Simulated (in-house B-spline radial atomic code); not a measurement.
**RPA and G0W0 on r2SCAN0: the chlorine ion Cl²⁺**

Configuration [Ne] 3s2 3p3, highest spin, mean-field start r2SCAN0. Computed with an all-electron radial atomic-structure program (B-spline basis): all electrons, non-relativistic, point nucleus, each spin shell either full or empty, empty states to l = 9 with an (l + 1/2)⁻⁴ tail; G0W0 by contour deformation at full frequency.

Command:
```bash
python run_gw.py task.json out
```
Settings (radii: box in bohr, nucleus in fm):
```
Z                        17
electrons                15
configuration            [Ne] 3s2 3p3
hamiltonian              nr
method                   r2scan0
lmax                     9
spin_polarised           True
box_radius               17.55
intervals                49
```

Time taken, with all properties: 2 s on 1 thread of Intel(R) Xeon(R) Platinum 8488C (Sapphire Rapids), on a shared host.

Energies (hartree):

```
                                     term       value
                         mean-field total  -458.77988
Hartree-Fock functional on these orbitals  -458.22429
                      direct second order    -0.96989
                    second-order exchange     0.35425
                         SOSEX correction     0.32223
```

**Question.** What is the RPA correlation energy, and what remains with SOSEX?

**Answer.** RPA gives -0.85445 hartree (-1.55 eV per electron); RPA + SOSEX gives -0.53222, and the second-order doubles -0.61565 hartree (no singles). SOSEX takes back 38 % of the RPA value.

Quasi-particle levels (eV):

```tsv
level	occupied	mean field	Σx - vxc	Σc	QP weight	G0W0
3p up	yes	-35.41	-4.20	?	?	?
3s down	yes	-43.59	-2.86	-2.11	0.939	-48.55
2p down	yes	-228.04	-17.81	7.26	0.854	-238.59
3p down	no	-27.183	5.92	-2.76	0.939	-24.025
```

G0W0 = mean field + (Σx - vxc) + Σc, with Σc (partial-wave tail included) taken at the quasi-particle energy. Only the outer levels were computed. Levels of low weight are left out.

**Question.** Where does G0W0 put 3p up?

**Answer.** At -39.79 eV, with Σc = -0.18 eV and a quasi-particle weight of 0.938. The tabulated removal energy is 39.8 ± 0.11 eV (NIST, semi-empirical); the calculation leaves out relativity, Breit and QED terms, and what these don't explain is the method's own error.
